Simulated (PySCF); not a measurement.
Input of a response calculation (the driver script's job line, then coordinates in Å):

```
{"job": {"kind": "uv", "xc": "PBE0", "basis": "def2-SVPD", "nstates": 6, "ntriplets": 2}, "charge": 0, "multiplicity": 1}
C      2.736662     0.379196     0.741655
C      1.658837    -0.378652     0.038288
S      2.025456    -1.736402    -0.797825
C      0.295344     0.119817     0.125115
C     -0.614798    -0.093712    -1.074325
C     -1.914209     0.659785    -0.842777
C     -2.140263    -0.178510     0.434467
C     -0.832076    -0.901146     0.158132
H      2.357854     1.274506     1.229217
H      3.514180     0.658250     0.031351
H      3.206181    -0.262184     1.487576
H      0.167625     1.031148     0.698952
H     -0.197459    -0.378460    -2.025601
H     -2.656493     0.471822    -1.614558
H     -1.812413     1.735168    -0.698769
H     -3.007119    -0.831388     0.368436
H     -2.180494     0.374641     1.372609
H     -0.615576    -1.937561     0.356399
```

Method used: PySCF 2.14.0, density-fitted response routines, TDDFT PBE0/def2-SVPD, vertical, gas phase, core orbitals frozen in the response. Job line and output are in the format of a driver script around the code.

Task: What does the script print for it, SCF cycles aside?

Result: 
```
converged SCF energy = -670.1182395467

Static polarisability (au): isotropic 101.292, principal 79.369 97.053 127.454

Singlet excitations
state   eV       nm        f      main configurations
  1   2.6092    475.2   0.00004   H->L 1.00
  2   4.8538    255.4   0.23082   H-1->L 0.95
  3   5.0423    245.9   0.00348   H-2->L 0.99
  4   5.8658    211.4   0.03583   H->L+1 0.89
  5   6.2737    197.6   0.00177   H->L+2 0.64, H->L+4 0.15, H->L+5 0.12
  6   6.3720    194.6   0.00510   H-5->L 0.85, H-6->L 0.10

Triplet excitations (Tamm-Dancoff, eV): 2.2004 2.9715
```

Isolated species at its GFN2-xTB geometry (one conformer only).

H and L stand for HOMO and LUMO.

Rough CPU time on one thread of a shared machine: about 1.8 min.
